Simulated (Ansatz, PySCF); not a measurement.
Reaction (SMILES): ClI → Cl atom + I atom (the Cl-I bond at the site shown breaks; other sites are not compared here)
Structures are relaxed separately at B3LYP-D3(BJ)/def2-TZVP in Ansatz (a first-principles code).
Geometry of the first species:
```
Cl
I 1 2.3447
```
Charge 0, spin multiplicity 1.

Quantity: bond dissociation energy (enthalpy at 298 K, with B3LYP-D3(BJ) rigid-rotor harmonic-oscillator terms from PySCF), in kcal/mol. Cores are frozen in the correlated levels unless marked. Open shells are spin-unrestricted. Spin-orbit coupling is left out. The frozen core is the preceding noble-gas configuration, with the filled d and f shells of earlier blocks. Past Kr the def2 sets carry scalar-relativistic core potentials. STO-3G rows are all-electron and non-relativistic. CBS marks a two-point X^-3 extrapolation of the correlation energy; Hartree-Fock from the larger set.

From measured enthalpies of formation at 298 K: 50.4 kcal/mol (ClI 4.2, ATcT 1.112; Cl atom 29.0, ATcT 1.112; I atom 25.5, ATcT 1.112). It holds spin-orbit effects, which the calculations lack, and core correlation, which the frozen-core levels lack.

```tsv
level	program	bond dissociation energy (kcal/mol)	error against measurement
HF/STO-3G	Ansatz	32.4	-18.0
BP86-D3(BJ)/def2-TZVPD	PySCF + dftd3	61.5	11.1
BP86/def2-TZVPD	PySCF	59.7	9.3
M06-L/def2-TZVPD	PySCF	60.1	9.7
PBE0/def2-QZVPP	Ansatz	56.2	5.8
PW6B95-D4/def2-TZVPD	PySCF + dftd4	57.1	6.7
PW6B95/def2-TZVPD	PySCF	56.2	5.8
wB97X/def2-TZVPD	Ansatz	53.4	3.0
B2GP-PLYP/def2-TZVPD	Ansatz	51.5	1.1
B2PLYP-D3(BJ)/def2-TZVPD	Ansatz + dftd3	53.2	2.8
B2PLYP-D4/def2-TZVPD	Ansatz + dftd4	52.9	2.5
SCS-MP2/def2-QZVPPD	Ansatz	54.8	4.4
CCSD/def2-SVP	Ansatz	37.4	-13.0
CCSD(T)/def2-TZVPP	Ansatz	49.6	-0.8
CCSD(T)/CBS(def2-TZVPPD,def2-QZVPPD)	Ansatz	55.8	5.4
```
